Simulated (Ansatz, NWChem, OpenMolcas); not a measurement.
Abstraction of F: C2H2FN + GaH(CH3) → C2H2N + GaH(CH3)F

Species: C2H2FN `N#CCF`, singlet; GaH(CH3), doublet; C2H2N `[CH2]C#N`, doublet; GaH(CH3)F, singlet. A radical takes F: the energy is the difference in strength between the C–F bond broken and the Ga–F bond made.

Shapes, held fixed at every level: PBE0-D4/def2-TZVP. Programs: Ansatz 0.2.0, NWChem 7.3.0, OpenMolcas 26.06. A level may come from different programs for different species; with the same settings they agree closely. Electronic energies: no zero-point or thermal term.

| level | kind | ΔE (kJ/mol) |
| --- | --- | --- |
| HF/def2-SVP | Hartree–Fock | -172.1 |
| PBE-D4/def2-TZVPP | GGA | -144.4 |
| PBE0/def2-SVP | global hybrid | -141.3 |
| PBE0-D4/def2-TZVPP | global hybrid | -146.2 |
| r2SCAN0-D4/def2-TZVPP | global hybrid | -163.9 |
| wB97M-V/def2-TZVPP | range-separated hybrid | -143.6 |
| wB97X-V/def2-TZVPP | range-separated hybrid | -151.4 |
| B2PLYP/def2-TZVPP | double hybrid | -151.9 |

B2PLYP/def2-TZVPP gives ΔE = -151.9 kJ/mol; the levels span -172.1 to -141.3. The median of the levels is -148.8. No measured value is set beside it here. Spin contamination: C2H2N (⟨S²⟩ up to 0.93). Open shells run unrestricted unless RO is named. Relativity is left out for Ga unless named. Correlated rows may include outer-core shells of Ga, which these sets cover unevenly.
